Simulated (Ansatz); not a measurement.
Conformers of FH$_{5}$NSi$_{2}$, SMILES `N[Si](F)[SiH3]` radical, each relaxed with PBE0-D4/def2-TZVP in Ansatz. CBS adds the triple-zeta coupled-cluster correction to the MP2 limit.

Not all of them had a frequency check.

Conformer A:

```xyz
9

N    -1.277    0.833    1.007
Si   -0.890   -0.593    0.159
F    -1.807   -0.806   -1.154
Si    1.362   -0.525   -0.496
H    -2.129    0.941    1.531
H    -0.824    1.716    0.831
H     1.625   -1.619   -1.466
H     1.732    0.778   -1.123
H     2.208   -0.725    0.710
```

Conformer B:

Cartesian coordinates in Å:
```
N -0.977 -0.275 1.501
Si 0.310 -0.858 0.525
F 1.617 -0.648 1.445
Si 0.469 0.430 -1.453
H -1.929 -0.320 1.174
H -0.925 -0.358 2.505
H -0.846 0.311 -2.141
H 1.517 -0.155 -2.330
H 0.765 1.873 -1.225
```

(1) Which is lowest in electronic energy at CCSD(T)/CBS (frozen core, def2 sets), and by how much? (An estimate is asked.)

(2) Give the energies relative to B (kJ/mol) with B3LYP-D4/def2-TZVPP, ωB97X-V/def2-TZVPP, ωB97M-V/def2-TZVPP, PBE/def2-TZVPP, HF/def2-TZVPP, CCSD/def2-TZVPP, SCS-MP2/def2-QZVPP. (An estimate is asked.)

Answers

(1) Computed: B; A lies 2.0 kJ/mol higher. Gaps under about 2 kJ/mol don't settle the order.

(2) Ansatz gave: 
```
              level     A
B3LYP-D4/def2-TZVPP   3.9
 ωB97X-V/def2-TZVPP   2.3
 ωB97M-V/def2-TZVPP   2.7
     PBE/def2-TZVPP   3.4
      HF/def2-TZVPP  -0.8
    CCSD/def2-TZVPP   1.2
 SCS-MP2/def2-QZVPP   0.7
```

B3LYP here is the variant with VWN-RPA as its local correlation; programs differ in this.
